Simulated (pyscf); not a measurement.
## H₃Si–SiH₂–PH₂, singlet

Gas-phase minimum from PySCF at ωB97X-D3(BJ)/def2-SVP, one conformer. 

SMILES: [SiH2]([SiH3])P
```xyz
10

Si     0.0246    -1.4846     0.0403
Si    -0.4806     0.5416     1.0777
P      1.2559     1.9789     0.9058
H     -1.0956    -2.4676     0.1292
H      1.2365    -2.0691     0.6885
H      0.3316    -1.2266    -1.3983
H     -0.7675     0.3386     2.5286
H     -1.6714     1.1810     0.4438
H      2.2220     1.0112     1.3084
H      1.4466     1.7339    -0.4854
```
Charge 0, spin multiplicity 1.

Bonds (Å): Si1–Si2 2.332, Si1–H4 1.493, Si1–H5 1.494, Si1–H6 1.494, Si2–P3 2.261, Si2–H7 1.493, Si2–H8 1.493, P3–H9 1.425, P3–H10 1.425. Angles (°): Si2–Si1–H4 112.5, Si2–Si1–H5 108.8, Si2–Si1–H6 108.8, H4–Si1–H5 109.0, H4–Si1–H6 109.0, H5–Si1–H6 108.6, Si1–Si2–P3 110.6, Si1–Si2–H7 110.9, Si1–Si2–H8 110.9, P3–Si2–H7 107.9, P3–Si2–H8 107.9, H7–Si2–H8 108.5, Si2–P3–H9 93.9, Si2–P3–H10 93.9 (the first ones only).

Properties at ωB97X-D3(BJ)/def2-SVP:

```json
{
 "harmonic_wavenumbers_unscaled": "106, 107, 129, 336, 420, 494, 495, 506, 653, 672, 801, 818, 896, 933, 953, 956, 1109, 2236, 2243, 2243, 2250, 2251, 2440, 2450 cm⁻¹",
 "zero_point_energy": "37.9 kcal/mol",
 "rotational_symmetry_number": "1",
 "Entropy of this conformer at 298 K and 1 atm, rigid rotor and harmonic oscillator, modes under 100 cm⁻¹ raised to 100": "341.0 J/(mol K)",
 "dipole_moment": "0.80 D"
}
```

Single-point totals, which compare only within one level (frozen core for MP2 and CC):

| level | total energy (hartree) |
|---|---|
| ωB97X-D3(BJ)/def2-TZVP | -924.65356 |
| PBE/def2-TZVP | -924.09207 |
| r²SCAN/def2-TZVP | -924.48171 |
| B3LYP-D3(BJ)/def2-TZVP | -924.65205 |
| PBE0-D3(BJ)/def2-TZVP | -924.19509 |
| M06-2X/def2-TZVP | -924.48552 |
| ωB97M-D3(BJ)/def2-TZVP | -924.68889 |
| HF/def2-TZVPP | -922.70515 |
| MP2/def2-TZVPP | -923.12188 |
| CCSD/def2-TZVPP | -923.18791 |
| CCSD(T)/def2-TZVPP | -923.20635 |

Soft torsions are taken as harmonic, which can shift the entropy by several J/(mol K). The CCSD(T) − MP2 part came from Ansatz, without density fitting, on the same reference.
